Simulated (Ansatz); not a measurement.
`C[SiH](O)C(N)=O` → `N[SiH](C=O)CO`  (isomerisation)

Computed with Ansatz on PBE0-D4/def2-TZVP structures; ΔE is electronic, products minus reactants. CCSD(T)/CBS adds triple-zeta CCSD(T) − MP2 to the extrapolated MP2 energy (def2 sets, frozen cores). Functionals use def2-TZVPP. One conformer a species, not always the lowest.

`C[SiH](O)C(N)=O`:

Cartesian coordinates in Å:
```
C 0.459 0.368 -1.763
Si -0.313 -0.702 -0.453
O 0.414 -2.163 -0.319
C -0.034 0.017 1.314
N -0.537 1.208 1.696
O 0.648 -0.671 2.065
H 0.396 -0.123 -2.738
H 1.512 0.555 -1.543
H -0.056 1.329 -1.840
H -1.772 -0.842 -0.718
H 0.792 -2.255 0.567
H -0.374 1.535 2.637
H -1.135 1.744 1.095
```

`N[SiH](C=O)CO`:

Z-matrix (Å, degrees):
```
Si
C 1 1.924
N 1 1.714 2 110.8
C 1 1.885 2 106.6 3 115.3
H 1 1.490 2 105.7 3 -126.7
O 2 1.208 1 120.6 3 177.5
H 2 1.119 1 120.2 3 -4.9
H 3 1.007 1 121.5 2 -74.8
H 3 1.010 1 116.0 2 145.6
O 4 1.422 1 107.4 2 -169.2
H 4 1.099 1 109.2 2 -48.2
H 4 1.098 1 109.2 2 68.9
H 10 0.960 4 108.9 1 -179.7
```

```tsv
species	PBE energy (Eh)
`C[SiH](O)C(N)=O`	-574.85124
`N[SiH](C=O)CO`	-574.76699
```

Work out ΔE.

ΔE = (-574.76699) − (-574.85124) = 0.08425 Eh = +2.29 eV. CCSD(T)/CBS gives +2.18 eV.

Largest T1 diagnostic among the species: 0.015.
